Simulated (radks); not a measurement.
Q: These are the eigenvalues of the occupied orbitals of an atom or ion with whole-number occupations (hartree). Method: Dirac Kohn-Sham, PBE, spin-unpolarised, spherical densities, finite nucleus; Fermi nuclear charge, rms radius of each element as measured or else 0.836 A^(1/3) + 0.57 fm; computed with a radial shooting solver on a logarithmic mesh with Libxc functionals.

orbital  eigenvalue
1s1/2     -1969.751
2s1/2     -328.1418
2p1/2     -312.1207
2p3/2     -282.7159
3s1/2     -73.34156
3p1/2     -66.34714
3p3/2     -60.24148
3d3/2     -48.21087
3d5/2     -46.87787
4s1/2     -14.80548
4p1/2     -12.04411
4p3/2     -10.67570
4d3/2      -6.12515
4d5/2      -5.87659
5s1/2      -2.04806
5p1/2      -1.28417
5p3/2      -1.09827
4f5/2      -0.46206
4f7/2      -0.42754
6s1/2      -0.20129
6p1/2      -0.08616

Which element is it, and in what charge state? The configuration may be excited. Open shells, if any, fill j = l - 1/2 first.

A: Z = 66, dysprosium, charge 0: Dy in [Xe] 4f9 6s2 6p1. The list shows which subshells hold electrons but not how many an open one holds; the 1s level, -1969.8 hartree, gives Z - s = 62.8 by -(Z - s)^2/2, which with screening and relativity narrows Z to a few neighbours, and the depths of the outer levels then fix element, charge and occupations together.
